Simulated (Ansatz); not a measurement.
The same molecule with X = B, Al, Ga, In. Ansatz, PBE0-D4/def2-TZVP geometries, multiplicity 1. Each molecule was computed in one conformer, which needn't be the lowest.

Elements past krypton have def2 core potentials. Scalar relativity is left out up to krypton.

```json
{"X": "B", "molecule": "`C[BH-](C)[NH3+]`", "mean X–C bond length / Å": "1.610", "mean X–H bond length / Å": "1.223", "mean X–N bond length / Å": "1.659", "HOMO–LUMO gap (ωB97M-V/def2-TZVPP) / eV": "11.12", "HOMO–LUMO gap (B3LYP/def2-TZVPP) / eV": "6.89", "LUMO energy (PBE0/def2-TZVPP) / eV": "0.11"}
{"X": "Al", "molecule": "`[CH3][AlH-]([CH3])[NH3+]`", "mean X–C bond length / Å": "1.977", "mean X–H bond length / Å": "1.612", "mean X–N bond length / Å": "2.071", "HOMO–LUMO gap (ωB97M-V/def2-TZVPP) / eV": "10.44", "HOMO–LUMO gap (B3LYP/def2-TZVPP) / eV": "6.20", "LUMO energy (PBE0/def2-TZVPP) / eV": "-0.11"}
{"X": "In", "molecule": "`[CH3][InH-]([CH3])[NH3+]`", "mean X–C bond length / Å": "2.174", "mean X–H bond length / Å": "1.746", "mean X–N bond length / Å": "2.421", "HOMO–LUMO gap (ωB97M-V/def2-TZVPP) / eV": "9.72", "HOMO–LUMO gap (B3LYP/def2-TZVPP) / eV": "5.77", "LUMO energy (PBE0/def2-TZVPP) / eV": "-0.23"}
```

Task: Give the row for X = Ga, `[CH3][GaH-]([CH3])[NH3+]`. (Estimate.)

Result: The calculation gave: 
| X | molecule | mean X–C bond length / Å | mean X–H bond length / Å | mean X–N bond length / Å | HOMO–LUMO gap (ωB97M-V/def2-TZVPP) / eV | HOMO–LUMO gap (B3LYP/def2-TZVPP) / eV | LUMO energy (PBE0/def2-TZVPP) / eV |
| --- | --- | --- | --- | --- | --- | --- | --- |
| Ga | `[CH3][GaH-]([CH3])[NH3+]` | 1.992 | 1.592 | 2.174 | 10.48 | 6.25 | -0.01 |

From B to In the mean X–C bond length rises at each step, by 0.564 Å in all; the mean X–H bond length isn't monotonic: highest at In, lowest at B; the mean X–N bond length rises at each step, by 0.762 Å in all; the HOMO–LUMO gap (ωB97M-V/def2-TZVPP) isn't monotonic: highest at B, lowest at In; the HOMO–LUMO gap (B3LYP/def2-TZVPP) isn't monotonic: highest at B, lowest at In; the LUMO energy (PBE0/def2-TZVPP) isn't monotonic: highest at B, lowest at In. Bonds lengthen as the atom grows down the group.

B3LYP here is the variant with VWN-RPA as its local correlation; programs differ in this.
